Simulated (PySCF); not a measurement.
Simulated characterisation data

Relativity neglected, no solvent, equivalent nuclei averaged, one conformer. σ from GIAO-PBE0/pcSseg-1; coordinates at the GFN2-xTB level; J couplings at B3LYP/pcJ-1; PySCF.

References, each an isolated molecule treated in the same way: TMS for ¹H (σ = 31.72 ppm) and ¹³C (σ = 186.93 ppm). Multiplet labels drop J under 1 Hz and among equivalent protons, and merge close values. Unscaled 3J(H,H) run several per cent high. Where no couplings were computed, multiplicities follow the n + 1 count of equivalent neighbours, and m marks all less simple cases (inequivalent or close neighbours, rings, F or P nearby). Shifts are as computed. Against solution values, carbons near 30 ppm lie about +3 ppm off and those near 130 ppm about +5 ppm. Of 1211 compounds with measured shifts, 218 miss one by over three times the rms of a fit or turn the order of signals round; such compounds aren't used in these exercises.

Compound 1 (C6H12Si). ¹H NMR (600 MHz, computed): δ 4.51 (m, 1H), 4.41 (m, 1H), 2.83 (m, 1H), 2.60 (m, 1H), 2.16 (m, 1H), 1.39 (m, 1H), 1.10 (m, 1H), 0.93 (m, 1H), 0.51 (m, 1H), 0.37 (m, 1H), 0.22 (m, 1H), -0.28 (m, 1H). ¹³C{¹H} NMR (computed): δ 35.7 (CH), 31.1 (CH2), 15.8 (CH), 6.9 (CH2), 5.0 (CH2), 3.9 (CH2). Structure: `C1C[C@@H](C2CC2)[SiH2]1`.

Compound 2 (C3O2). ¹³C{¹H} NMR (computed): δ 126.6 (C), -17.2 (C). Structure: SMILES O=C=C=C=O.
